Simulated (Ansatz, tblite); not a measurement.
Removing and adding an electron: GaH2(SMe) (CH5GaS). Total charge 0; singlet. Geometry: PBE0-D4/def2-TZVP. Ansatz, gas phase; energy differences of separate SCF runs; the oxidised species was run as a doublet alone; the reduced species was run as a doublet alone.

Cartesian coordinates in Å:
```
Ga -0.0401 1.6479 -0.6199
H -1.4638 1.5993 0.0286
H 0.6059 2.8499 -1.3741
S 1.1703 -0.1623 -0.4485
C 0.0896 -1.3046 0.4648
H -0.8379 -0.8196 0.7668
H 0.6179 -1.6516 1.3523
H -0.1419 -2.1592 -0.1700
```

The xTB rows come from tblite.

```csv
level,−HOMO (eV),vertical IE (eV),−LUMO (eV),vertical EA (eV),HOMO–LUMO gap (eV),IE − EA (eV),remarks
GFN1-xTB,11.04,14.47,5.27,–,5.77,–,–
GFN2-xTB,10.49,13.73,6.42,3.62,4.07,10.11,–
PBE-D4/def2-TZVP,6.01,9.22,2.11,–,3.90,–,–
PBE-D4/def2-TZVPD,6.04,–,2.15,-0.09,3.89,–,HOMO above zero (-1 doublet)
r2SCAN-D4/def2-TZVP,6.24,9.21,1.86,–,4.39,–,–
r2SCAN-D4/def2-TZVPD,6.26,–,1.88,-0.05,4.38,–,HOMO above zero (-1 doublet)
PBE0-D4/def2-TZVP,7.12,9.23,1.35,–,5.77,–,–
PBE0-D4/def2-TZVPD,7.14,–,1.39,-0.11,5.74,–,HOMO above zero (-1 doublet)
```

   A HOMO above zero means that the electron is unbound at that level or that self-interaction error raises the level; the energy of removing that electron tells which. Raw xTB energy differences between charge states are shifted by several eV; the methods need an empirical correction for them. A negative affinity means that the extra electron isn't bound; its size then hangs on the basis.
